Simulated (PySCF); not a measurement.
C₂H₇BO₃Si, SMILES O=CC[SiH2]B(O)O at its GFN2-xTB optimised geometry (Å):

```
14

O      1.7630     0.8673     0.9290
C      1.6931    -0.3328     1.0491
C      1.2751    -1.2685     0.0000
Si    -0.6774    -1.2685     0.0000
B     -1.2240     0.6246     0.0000
O     -1.1472     1.3243    -1.1522
O     -1.6003     1.1644     1.1798
H      1.8948    -0.8053     2.0323
H      1.5810    -0.9061    -0.9793
H      1.6571    -2.2699     0.1683
H     -1.0019    -2.1154    -1.1615
H     -1.0574    -2.0658     1.1807
H     -1.3120     2.2699    -1.1256
H     -1.7630     2.1099     1.2226
```

Computed with PBE0/def2-TZVP (PySCF). Cells within 0.4 Å of a nucleus heavier than hydrogen are left out (blank, or x).

Map of the LUMO amplitude (bohr^(-3/2)) on the plane z = 1.0 Å; orbital energy -0.71 eV, overall sign arbitrary:

```
|4444444444444444444444444444444|
|4444444444444444444444444444444|
|4444444444444444444444444444444|
|4444444444444444444444444444444|
|4444444444444444444444444444444|
|4444444444444444444444444444444|
|4444444444444444444444444444444|
|4444444444444444444444444444444|
|4444444444444444445544444444444|
|4444444444444444555554434444444|
|4444444555x34444555664333344444|
|444444456xx3444555678x123344444|
|444444455xx444455568xxx13344444|
|44444444454444444556xx123444444|
|4444444444444444444444444444444|
|44444444444444444321xx765555444|
|44444443334444443310xx986655544|
|44444433333444443210xx987655544|
|4444443333344444332236776655544|
|4444443333344444433345666555544|
|4444444333444554433344555555444|
|4444444444445554444444555554444|
|4444444444455555444444445544444|
|4444444444455555444444444444444|
|4444444444445554444444444444444|
|4444444444444444444444444444444|
|4444444444444444444444444444444|
|4444444444444444444444444444444|
|4444444444444444444444444444444|
|4444444444444444444444444444444|
|4444444444444444444444444444444|
```
Scale: ten equal steps from -0.199 (start of '0') to 0.237 (end of '9'), in the order '0123456789'; x runs from -4.50 to 4.50, y from -4.50 (bottom) to 4.50 (top).
